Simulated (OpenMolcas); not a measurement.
## Multiconfigurational calculation on S3+

Input:

```
&GATEWAY
Coord
1

S 0.0 0.0 0.0
Basis=ANO-RCC-VQZP
Group=XYZ
NoMove
AngMom=0.0 0.0 0.0
AMFI
&SEWARD
&RASSCF
FileOrb=start.orb
Symmetry=2
Spin=2
nActEl=1 0 1
Inactive=3 3
Ras2=0 3
Ras3=6 0
CIRoot=3 3 1
SDav=3
CIMx=300
Iter=120 100
PrWF=0.3
OrbListing=Nothing
MaxOrb=0
Thrs=2.0e-7 1.0e-1 5.0e-4
Atom
>>> COPY $Project.JobIph JOB001
&RASSCF
FileOrb=start.orb
Symmetry=1
Spin=2
nActEl=1 0 1
Inactive=3 3
Ras2=0 3
Ras3=6 0
CIRoot=6 6 1
SDav=6
CIMx=300
Iter=120 100
PrWF=0.3
OrbListing=Nothing
MaxOrb=0
Thrs=2.0e-7 1.0e-1 5.0e-4
Atom
>>> COPY $Project.JobIph JOB002
&RASSI
NrOfJobIphs=2 3 6
1 2 3
1 2 3 4 5 6
IphNames
JOB001
JOB002
EJob
SpinOrbit
DIPRint=1.0
SOCoupling=1000.0
Subsets=2
MEES
Property=10
'ANGMOM' 1 'ANGMOM' 2 'ANGMOM' 3 'MLTPL  1' 1 'MLTPL  1' 2 'MLTPL  1' 3
'AMFI' 1 'AMFI' 2 'AMFI' 3 'MLTPL  2' 6
SOProperty=3
'ANGMOM' 1 'ANGMOM' 2 'ANGMOM' 3
```

A driver script runs the steps one by one and writes start.orb anew before each from the orbitals found so far.

Output, cut to the results:

```
--- SEWARD ---
Basis set label: S.ANO-RCC...6S5P3D2F1G.

      Electronic valence basis set:
      ------------------
      Associated Effective Charge  16.000000 au
      Associated Actual Charge     16.000000 au
      Nuclear Model: Point charge

      Shell  nPrim  nBasis  Cartesian Spherical Contaminant
         s      17       6        X
         p      12       5        X
         d       5       3                 X
         f       4       2                 X
         g       2       1                 X
                  Relativistic Douglas-Kroll-Hess integrals:
                    - DKH order of Hamiltonian: 2
                    - DKH order of Properties : 0
                  Atomic mean-field integrals
--- RASSCF ---
Wave function specifications:
      -----------------------------

      Number of closed shell electrons          12
      Number of electrons in active shells       1
      Max number of holes in RAS1 space          0
      Max nr of electrons in RAS3 space          1
      Number of inactive orbitals                6
      Number of active orbitals                  9
      Number of secondary orbitals              44
      Spin quantum number                      0.5
      State symmetry                             2
Orbital specifications:
      -----------------------

      Symmetry species                           1   2
                                                ag  au
      Frozen orbitals                            0   0
      Inactive orbitals                          3   3
      Active orbitals                            6   3
      RAS1 orbitals                              0   0
      RAS2 orbitals                              0   3
      RAS3 orbitals                              6   0
      Secondary orbitals                        21  23
      Deleted orbitals                           0   0
      Number of basis functions                 30  29
      Number of CSFs                             3
      Number of root(s) required                 3
      Iter CI   SX   CI       RASSCF       Energy    max ROT     max BLB   max BLB  Level Ln srch  Step   QN
          iter iter root      energy       change     param      element    value   shift minimum  type update
 Nr of preliminary CI iterations:   1
 ###############################################################################
 ###############################################################################
 ###                                                                         ###
 ###                                                                         ###
 ###    WARNING: Problems in orbital optimization.                           ###
 ###                                                                         ###
 ###                                                                         ###
 ###############################################################################
 ###############################################################################
  Warning: In symmetry  1, orbital p=   4 has diagonal density matrix element D(p,p) close to zero. D(p,p)=  0.000000E+00
  Warning: In symmetry  1, orbital p=   5 has diagonal density matrix element D(p,p) close to zero. D(p,p)=  0.000000E+00
        ...
  Warning: In symmetry  1, orbital p=   7 has diagonal density matrix element D(p,p) close to zero. D(p,p)=  0.000000E+00
  Warning: In symmetry  1, orbital p=   8 has diagonal density matrix element D(p,p) close to zero. D(p,p)=  0.000000E+00
  Warning: In symmetry  1, orbital p=   9 has diagonal density matrix element D(p,p) close to zero. D(p,p)=  0.000000E+00
        4   1    2    0  -396.15938867   -1.42E-12  -1.01E-07    3  10 1 -5.84E-07   0.50   0.00    SX    NO
      Convergence after  4 iterations
        5   1    2    0  -396.15938867   -1.14E-13  -1.01E-07    3  11 1 -1.87E-07   0.50   0.00    SX    NO
      Natural orbitals and occupation numbers for root  1
      sym 1:   0.000000   0.000000   0.000000   0.000000   0.000000   0.000000
      sym 2:   0.000000   0.000000   1.000000
      Natural orbitals and occupation numbers for root  2
      sym 1:   0.000000   0.000000   0.000000   0.000000   0.000000   0.000000
      sym 2:   0.000000   1.000000   0.000000
      Natural orbitals and occupation numbers for root  3
      sym 1:   0.000000   0.000000   0.000000   0.000000   0.000000   0.000000
      sym 2:   1.000000   0.000000   0.000000
::    RASSCF root number  1 Total energy:   -396.15938867
...
--- RASSI ---
SPIN-FREE ENERGIES:
  (Shifted by EMIN (a.u.) =       -396.1593886650)

 SF State       Relative EMIN(au)   Rel lowest level(eV)    D:o, cm**(-1)      L_eff

     1             0.0000000000        0.0000000000              0.0000         1.0
     2             0.0000000000        0.0000000000              0.0000         1.0
     3             0.0000000000        0.0000000000              0.0000         1.0
     4             0.6673027933       18.1582340525         146456.0346         2.0
     5             0.6673027933       18.1582340525         146456.0346         2.0
     6             0.6673027933       18.1582340525         146456.0346         2.0
     7             0.6673027933       18.1582340525         146456.0346         2.0
     8             0.6673027933       18.1582340525         146456.0346         2.0
     9             0.8169997292       22.2316951948         179310.7144         0.0
     Dipole printing threshold changed to   1.00000000E+00

++ Dipole transition strengths (spin-free states):
   -----------------------------------------------
     for osc. strength at least  1.00000000E+00

  ( Max oscillator strength is only   0.30820346363373619      )
--
Eigenvalues of complex Hamiltonian:
   -----------------------------------
  (Shifted by EMIN (a.u.) =       -396.1593886650)

 SO State       Relative EMIN(au)   Rel lowest level(eV)    D:o, cm**(-1)     J-value

     1            -0.0026119740        0.0000000000              0.0000         0.4
     2            -0.0026119740        0.0000000000              0.0000         0.4
     3             0.0013059870        0.1066131483            859.8930         1.1
     4             0.0013059870        0.1066131483            859.8930         1.1
     5             0.0013059870        0.1066131483            859.8930         1.2
     6             0.0013059870        0.1066131483            859.8930         1.2
...
```

The J values that RASSI prints are effective ones from its own formula and need not be integers or half-integers; the table below assigns J from the states.

Levels above the lowest, from the spin-orbit matrix, grouped by J:

| Configuration | Term | J | E (cm-1) | Measured (cm-1) | Term weight % |
| --- | --- | --- | --- | --- | --- |
| 3s2 3p | 2P* | 1/2 | 0.0 | 0.0 | 100 |
| 3s2 3p | 2P* | 3/2 | 860 | 951 | 100 |
| 3s2 3d | 2D | 3/2 | 147019 | 152133 | 100 |
| 3s2 3d | 2D | 5/2 | 147036 | 152147 | 100 |
| 3s2 4s | 2S | 1/2 | 179884 | 181448 | 100 |

Against the 4 measured excited levels shown (NIST levels in Podobedova, Kelleher and Wiese, J. Phys. Chem. Ref. Data 38, 171 (2009)) the mean absolute deviation is 3000 cm-1; the largest miss in energy is 3s2 3d 2D 3/2: computed 147019, measured 152133 cm-1 (-3.4 %), and the largest in proportion 3s2 3p 2P* 3/2 (-9.6 %).

ANO sets are built for valence states and can reach diffuse excited orbitals poorly, and with the s shell closed the s pⁿ⁺¹ terms that mix with these levels are absent. With one active electron the reference holds no correlation, so core polarisation is missing. Measured partners are found by configuration, term and J. A level has none where our copy of the source lacks it or the pairing is in doubt (some pairs that miss far off the trend of their configuration count as doubtful), and it then counts in no deviation. Only configurations of the active space appear.

The term weight is that of the spin-free term in the level, not the purity of its configuration. * marks odd parity.
